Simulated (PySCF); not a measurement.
Gas-phase reaction: 2 GeH₃ + Cl₂ ⇌ 2 GeHCl + 4 H. Level: ωB97M-V/def2-TZVP†; standard pressure 1 bar.

Computed with PySCF and rigid-rotor harmonic-oscillator thermochemistry at 1 bar. † marks an energy on the PBE0/def2-TZVP geometry and frequencies. Open shells (unrestricted): GeH₃ (multiplicity 2), H (multiplicity 2); the rest are closed-shell singlets. Ge: all electrons, no relativistic terms. GeH₃, GeHCl: computed as isolated molecules; such fragments, hydroxides, amides, oligomers or adducts are transient or little studied in the gas. The harmonic model lacks anharmonicity and excited electronic states, which grow with temperature; levels with a mode under 35 cm⁻¹ are left out.

| T (K) | 1000/T (1/K) | log10 K |
|---|---|---|
| 600 | 1.6667 | -28.73 |
| 800 | 1.2500 | -17.10 |
| 1000 | 1.0000 | ? |
| 1200 | 0.8333 | -5.33 |
| 1400 | 0.7143 | -1.93 |
| 1600 | 0.6250 | 0.62 |

Problem. Fit log10 K = a + b·(1000/T) to the five rows, get the mean ΔH° and ΔS°, and predict log10 K at 1000 K.

Solution. Means: 1000/T = 1.0179, log10 K = -10.494. Sums of products about the means: Sxy = -21.28476, Sxx = 0.755432, so b = Sxy/Sxx = -28.18 and a = -10.494 − (-28.18)×1.0179 = 18.19.
ΔH° = −R ln 10 × 1000 K × b = −19.145 × (-28.18) = 540 kJ; ΔS° = R ln 10 × a = 348 J/K. The run's own values go from 531 kJ and 336 J/K at 600 K to 549 kJ and 355 J/K at 1600 K.
Prediction at 1000 K: 18.19 + (-28.18)×1.0000 = -9.99. The computed value is -10.05, 0.06 from the line.
For scale, ΔH°(298 K) is 519 kJ at this level, 528 kJ at ωB97X-V/def2-TZVP†, and runs from 354 to 602 kJ over the 20 levels computed.
